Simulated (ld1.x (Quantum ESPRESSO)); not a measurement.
Fe (Z = 26): excitation energies, all-electron against TM

* Element: iron (Fe)
* Generator: ld1.x (Quantum ESPRESSO) 7.5
* Type: norm-conserving Troullier–Martins (Kleinman–Bylander form)
* Functional: PBEsol
* Relativity: scalar-relativistic
* Frozen core: [Ne] 3s2
* Valence charge: 14
* Reference configuration: 3p6 3d6 4s1 4p0 (charge +1)
* Partial waves: 3p (bound): rc 1.35 bohr; 3d (bound): rc 1.85 bohr; 4f channel at 0.3 Ry: rc 2.00 bohr; 4s (bound): rc 2.50 bohr
* Local potential: the s channel
* Core correction: none

Energies are relative to the spin-unpolarised reference configuration 3p6 3d6 4s1 4p0; without spin polarisation the order of configurations can differ from experiment. Not all tests gave a result: 1 of 7 tests not solved or not reliable.

| valence configuration | charge | ΔE all-electron (eV) | error AE − PS (meV) |
| --- | --- | --- | --- |
| 3p6 3d6 4s0 4p0 | +2 | 16.116 | -6.7 |
| 3p6 3d7 4s1 4p0 | 0 | -9.545 | -104 |
| 3p6 3d6 4s0 4p1 | +1 | 5.076 | -1115 |
| 3p6 3d5 4s2 4p1 | 0 | 0.031 | -1063 |
| 3p6 3d4 4s0 4p0 | +4 | 103.353 | -410 |

Problem. What are ΔE and the potential's error for 3p6 3d5 4s0 4p0?

Solution. ΔE = 50.303 eV all-electron; the error (AE − PS) is -172 meV.

Levels in the configuration 3p6 3d6 4s0 4p0:

```json
{"level": "3p", "all-electron (eV)": "-78.349", "pseudo (eV)": "-78.285"}
{"level": "3d", "all-electron (eV)": "-25.684", "pseudo (eV)": "-25.693"}
```

These tests converged, but a pseudo level misses the all-electron one widely, so the file describes the atom poorly there or has found another state: 3p6 3d5 4s0 4p0: empty 4p by 2.9 eV (a node warning on the way); 3p6 3d4 4s0 4p0: empty 4p by 4.6 eV. ld1.x printed “convergence not achieved” for 2 of the counted tests; their residual had stalled under 1e-8, short of the target of 1e-14.
